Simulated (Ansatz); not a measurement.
CH3BOS (`BSC=O`). The species carries charge 0 and has multiplicity 1.

Cartesian coordinates in Å:
```
B -0.665 0.289 1.150
S 0.643 -0.773 0.620
C 0.723 -0.348 -1.132
O 1.493 -0.848 -1.884
H -0.976 0.250 2.297
H -1.197 1.008 0.359
H -0.021 0.421 -1.410
```

Question: List the harmonic frequencies (cm⁻¹, unscaled) at PBE0-D4/def2-TZVP in Ansatz. (Estimate.)

Answer: The calculation gave: 128, 251, 449, 459, 718, 800, 853, 933, 958, 1188, 1340, 1838, 2604, 2717, 2962.

Question: Is this a minimum?

Answer: Yes, all 15 modes are real.

Question: Give the ideal-gas thermochemistry at 298.15 K and 1 bar (rigid rotor, harmonic oscillator; point group Cs, symmetry number 1).

Answer: Zero-point energy 108.9 kJ/mol; H(298) − E = 124.2 kJ/mol; entropy 295.7 J/(mol·K), of which translation 162.5, rotation 103.0, vibration 30.2; G(298) − E = 36.0 kJ/mol.
